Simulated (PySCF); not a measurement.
Ga(Cl)(vinyl)(NH2) (C2H5ClGaN), SMILES C=[CH][Ga]([NH2])[Cl].

Geometry optimised at PBE-D3(BJ)/def2-SVP. The structure was generated by enumeration; whether it is a known compound was not checked. The values are those of a single conformer.

The numbers are results of PBE-D3(BJ)/def2-SVP (PySCF), not measurements.

Frequencies are harmonic and unscaled.

Computed normal modes with their intensities:
```csv
mode,ν (cm⁻¹),IR (km/mol),moving atoms (share of kinetic energy)
1,30,4.4,"C 42 %, H 33 %, Ga 12 %, Cl 11 %"
2,87,1.9,"C 31 %, Cl 21 %, Ga 20 %, H 17 %, N 12 %"
3,107,89.4,"N 38 %, H 32 %, Ga 19 %, C 10 %"
4,147,3.5,"N 42 %, H 21 %, Cl 20 %, Ga 12 %"
5,186,67.7,"H 75 %, Ga 17 %"
6,275,3.0,"C 62 %, H 21 %, Cl 10 %"
7,376,4.3,H 99 %
8,399,49.8,"Cl 63 %, Ga 30 %"
9,465,11.0,"H 64 %, C 33 %"
10,564,19.4,"C 61 %, H 20 %, Ga 13 %"
11,688,64.3,"H 77 %, N 19 %"
12,708,57.0,"N 64 %, Ga 21 %, H 14 %"
13,944,27.8,"H 72 %, C 28 %"
14,967,7.9,"H 86 %, C 14 %"
15,1011,11.7,H 93 %
16,1214,3.0,"H 73 %, C 27 %"
17,1371,7.0,"H 84 %, C 16 %"
18,1456,28.8,"H 89 %, N 10 %"
19,1610,7.8,"C 85 %, H 15 %"
20,3041,17.0,H 95 %
21,3085,2.8,"H 92 %, C 8 %"
22,3129,9.9,"H 89 %, C 11 %"
23,3514,31.3,H 96 %
24,3626,29.3,"H 91 %, N 9 %"
```
